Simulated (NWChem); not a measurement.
System: 1,1,1-trifluoroethane (C$_{2}$H$_{3}$F$_{3}$); SMILES CC(F)(F)F

```xyz
8

C      0.0000     0.0000    -1.4773
C      0.0000     0.0000     0.0294
F     -0.8879    -0.8900     0.5259
F     -0.3268     1.2139     0.5259
F      1.2147    -0.3240     0.5259
H      0.2684    -0.9937    -1.8433
H      0.7264     0.7292    -1.8433
H     -0.9947     0.2644    -1.8433
```
Atoms are numbered in this order, from 1.

Results from NWChem. Pople sets run with spherical d functions. Structure relaxed at the B3LYP/6-31G* (spherical d) level. GIAO values for the isolated, static molecule; σ is the absolute isotropic shielding, δ = σ(reference) − σ with the isolated reference molecule computed at the same levels (13C: tetramethylsilane, 19F: trichlorofluoromethane, 1H: tetramethylsilane).

| level | δ C1 (ppm) | δ C2 (ppm) | δ F3 (ppm) | δ H6 (ppm) |
|---|---|---|---|---|
| LDA (Slater exchange, VWN5)/pcSseg-1 | 22.4 | ___ | ___ | ___ |
| PBE0/pcSseg-1 | 22.8 | 136.0 | -81.8 | 1.69 |
| B3LYP/6-31G* | 20.9 | 127.8 | -86.7 | 1.42 |

Task: Fill in the missing entries.

Result: 
- LDA (Slater exchange, VWN5)/pcSseg-1, δ C2 (ppm): 146.3
- LDA (Slater exchange, VWN5)/pcSseg-1, δ F3 (ppm): -98.1
- LDA (Slater exchange, VWN5)/pcSseg-1, δ H6 (ppm): 1.64
